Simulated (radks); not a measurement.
Values are calculated unless marked as measured or tabulated.
Question: Neutral tellurium is in [Kr] 4d10 5s2 5p(1/2: 2, 3/2: 2). Code: a radial shooting solver on a logarithmic mesh with Libxc functionals. Model: Dirac Kohn-Sham, BLYP, spin-unpolarised, spherical densities, finite nucleus; Fermi nuclear charge, rms radius of each element as measured or else 0.836 A^(1/3) + 0.57 fm. Sub-shells are occupied by j as written (lower j first in brackets). One electron is removed from 4d5/2, 5s1/2, 5p1/2, 5p3/2 in turn, with full relaxation. Which removal costs least, and what does each cost?

Answer: 5p3/2 9.200 eV; 5p1/2 10.130 eV; 5s1/2 19.325 eV; 4d5/2 48.185 eV. The 5p3/2 electron leaves first.
